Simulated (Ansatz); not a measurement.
Computed with Ansatz.

Basis-set series for ClH₄SiSn (`[SiH3][SnH][Cl]`) radical. Total charge 0; spin multiplicity 2. Sn: def2 effective core potential. Geometry: relaxed with PBE0-D4/def2-TZVP.

```xyz
7

Si   -0.411   -0.329    1.007
Sn    0.013    0.922   -1.224
Cl    2.360    0.977   -1.421
H    -1.878   -0.426    1.219
H     0.203    0.473    2.094
H     0.188   -1.689    0.971
H    -0.477    0.073   -2.646
```

```json
{"functional": "PBE0-D4", "basis": "def2-SVP", "functions": "82", "energy (Eh)": "-965.89755", "HOMO (eV)": "-6.21", "LUMO (eV)": "-3.49"}
{"functional": "PBE0-D4", "basis": "def2-TZVPP", "functions": "190", "energy (Eh)": "-966.16859", "HOMO (eV)": "-6.30", "LUMO (eV)": "-3.55"}
{"functional": "ωB97M-V", "basis": "def2-SVP", "functions": "82", "energy (Eh)": "-966.05422", "HOMO (eV)": "-8.09", "LUMO (eV)": "-1.74"}
{"functional": "ωB97M-V", "basis": "def2-TZVPP", "functions": "190", "energy (Eh)": "-966.32646", "HOMO (eV)": "-8.21", "LUMO (eV)": "-1.87"}
```

(1) Give the rows for def2-QZVPP. (An estimate is asked.)

## Answers

(1) The calculation gave: 
```tsv
functional	basis	functions	energy (Eh)	HOMO (eV)	LUMO (eV)
PBE0-D4	def2-QZVPP	342	-966.19400	-6.31	-3.57
ωB97M-V	def2-QZVPP	342	-966.35071	-8.23	-1.91
```

HOMO and LUMO are taken over both spins.
